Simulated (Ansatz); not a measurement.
C5H6CuNO, SMILES `[OH][Cu-][n+]1ccccc1`. Total charge 0; spin multiplicity 1. For Cu the d shell is correlated and the shells below it are frozen. Scalar relativity is left out up to krypton.

Cartesian coordinates in Å:
```
O 2.9588 -2.0628 -2.1972
Cu 1.7592 -1.1382 -1.2632
N 0.3926 -0.2768 -0.2932
C -0.7885 -0.8814 -0.1079
C -1.8241 -0.2965 0.5941
C -1.6420 0.9667 1.1318
C -0.4227 1.5959 0.9430
C 0.5638 0.9447 0.2287
H 3.7877 -1.5912 -2.2960
H -0.8928 -1.8676 -0.5428
H -2.7574 -0.8316 0.7127
H -2.4355 1.4519 1.6876
H -0.2289 2.5831 1.3423
H 1.5298 1.4037 0.0600
```

(1) Give the diagnostics of a CCSD(T)/def2-TZVPP run (frozen core, the Gaussian-basis code of Ansatz). (Best estimate.)

Results:

(1) Ansatz gave: T1 = 0.0219, largest single amplitude 0.067, largest double 0.077, (T) share of the correlation energy 4.8 %, 16 CCSD cycles. The RHF solution is unstable towards an unrestricted one. T1 lies over the customary mark of 0.02 for closed shells; compounds of d metals often pass it without a breakdown.
